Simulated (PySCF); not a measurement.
How methods differ on the excitation energy of V

V [Ar] 3d3 4s2 (4F) → V [Ar] 3d5 (6S), as a difference of total energies. Computed with PySCF 2.14 in aug-cc-pwCVTZ-DK (10s9p7d4f3g, 127 functions), with scalar relativity by spin-free X2C-1e. Correlated levels: valence: [Ar] frozen; valence and next inner shell: [Ne] frozen; nothing frozen. The calculations carry no spin-orbit coupling.

```json
{"method": "UHF", "excitation energy (eV)": "3.781"}
{"method": "LDA", "excitation energy (eV)": "0.972"}
{"method": "PBE", "excitation energy (eV)": "1.212"}
{"method": "PBE0", "excitation energy (eV)": "1.778"}
{"method": "r2SCAN", "excitation energy (eV)": "1.691"}
{"method": "B97-3", "excitation energy (eV)": "2.512"}
{"method": "BP86", "excitation energy (eV)": "1.346"}
{"method": "M06-2X", "excitation energy (eV)": "3.082"}
{"method": "MP2 (valence)", "excitation energy (eV)": "2.731"}
{"method": "SCS-MP2 (valence)", "excitation energy (eV)": "4.240"}
{"method": "MP2 (valence and next inner shell)", "excitation energy (eV)": "1.768"}
{"method": "SCS-MP2 (valence and next inner shell)", "excitation energy (eV)": "3.316"}
{"method": "MP2 (all electrons)", "excitation energy (eV)": "1.750"}
{"method": "SCS-MP2 (all electrons)", "excitation energy (eV)": "3.306"}
```

Problem. How much does correlation contribute at MP2 (all electrons)?

Solution. 1.750 − (3.781) = -2.031 eV, measured against UHF.

A first-order spin-orbit estimate (lowest level to lowest level, LS coupling) adds 0.049 eV.
